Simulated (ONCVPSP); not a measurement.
**Fe (Z = 26): excitation energies, all-electron against ONCV**

```json
{
 "Element": "Fe (Z = 26)",
 "Generator": "ONCVPSP 4.0.1",
 "Type": "optimised norm-conserving Vanderbilt (ONCV)",
 "Functional": "PBE",
 "Relativity": "fully relativistic",
 "Frozen core": "[Ne]",
 "Valence charge": "16",
 "Reference configuration": "3s2 3p6 3d6 4s2",
 "Partial waves": "3s+4s: rc 1.20 bohr, ncon 4, nbas 8, qcut 10.1 1/bohr, 2 projectors; 3p: rc 0.85 bohr, ncon 3, nbas 6, qcut 7.8 1/bohr, 1 projector; 3d: rc 1.90 bohr, ncon 4, nbas 9, qcut 8.1 1/bohr, 1 projector; f scattering state at 0.42 Ha: rc 1.80 bohr, ncon 4, nbas 7, qcut 5.4 1/bohr, 2 projectors, debl 2.5 Ha",
 "Local potential": "polynomial inside 0.75 bohr (lpopt 3, dvloc0 2 Ha)",
 "Core correction": "none"
}
```

Open shells are filled in proportion to 2j + 1.

Energies are relative to the spin-unpolarised reference configuration 3s2 3p6 3d6 4s2; without spin polarisation the order of configurations can differ from experiment.

```json
{"valence configuration": "3s2 3p6 3d6 4s1", "charge": "+1", "ΔE all-electron (eV)": "8.729", "error AE − PS (meV)": "+2.4"}
{"valence configuration": "3s2 3p6 3d6 4s0", "charge": "+2", "ΔE all-electron (eV)": "24.933", "error AE − PS (meV)": "+5.8"}
{"valence configuration": "3s2 3p6 3d5 4s0", "charge": "+3", "ΔE all-electron (eV)": "59.155", "error AE − PS (meV)": "+9.0"}
```

(1) What are ΔE and the potential's error for 3s2 3p6 3d5 4s2 4p1?

Levels in the configuration 3s2 3p6 3d6 4s1:

| level | all-electron (eV) | pseudo (eV) |
| --- | --- | --- |
| 3s j=1/2 | -102.522 | -102.560 |
| 3p j=3/2 | -68.060 | -68.089 |
| 3p j=1/2 | -69.599 | -69.628 |
| 3d j=5/2 | -15.894 | -15.936 |
| 3d j=3/2 | -16.049 | -16.091 |
| 4s j=1/2 | -12.328 | -12.323 |

Note: no bound ghost flagged; GHOST(+) flagged for f7/2 at 105.9 eV, f5/2 at 115.7 eV.

Answers

(1) ΔE = 8.747 eV all-electron; the error (AE − PS) is +149 meV.
